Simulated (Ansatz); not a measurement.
The cluster NbO4H3, relaxed as a singlet with RKS PBE-D4/def2-SVP in Ansatz, starting from the GFN1-xTB geometry. Force threshold 0.02 eV/Å.

In the def2 sets Nb takes a core potential; there is no spin–orbit coupling. The structure holds one bond between oxygen atoms, so isomers without such links may lie far lower. The structure comes from a short search, and lower isomers may exist.

Start:

```xyz
8

Nb   -0.2891   -0.2653   -0.4489
O    -0.9414    0.1347   -1.9325
O     1.2139    0.7290   -0.2469
O    -1.4621    0.0975    0.8904
O    -0.3749   -0.4542    1.5571
H     0.1244   -1.8748   -0.6959
H     1.5792    1.2992   -0.9287
H     0.1500    0.3339    1.8054
```

| step | energy (eV) | largest force component (eV/Å) | SCF passes |
| --- | --- | --- | --- |
| 1 | -9773.8057 | 3.972 | 30 |
| 2 | -9775.1278 | 1.519 | 42 |
| 3 | -9775.2871 | 0.607 | 33 |
| 4 | -9775.3276 | 0.398 | 34 |
| 5 | -9775.3370 | 0.290 | 34 |
| 6 | -9775.3386 | 0.085 | 36 |
| 7 (rejected) | -9775.3386 | 0.105 | 35 |
| 8 | -9775.3391 | 0.015 | 36 |

Force components are those of the run's own axes.

End:

Cartesian coordinates in Å:
```
Nb -0.2137 -0.2479 -0.5821
O -1.0840 0.1722 -1.9959
O 1.4051 0.7528 -0.5104
O -1.4436 0.0650 0.9174
O -0.4261 -0.4712 1.8440
H 0.1789 -1.9783 -0.8434
H 1.7617 1.3694 -1.1757
H -0.1783 0.3380 2.3461
```

By distances, no bond broke or formed. The bond that changes most is Nb1–O5, from 2.02 to 2.45 Å (atoms count from 1).

No frequencies were taken in this run, so the end may be a saddle point.

Run time 9.5 s (4 threads of Arm Neoverse V2 on a shared host).
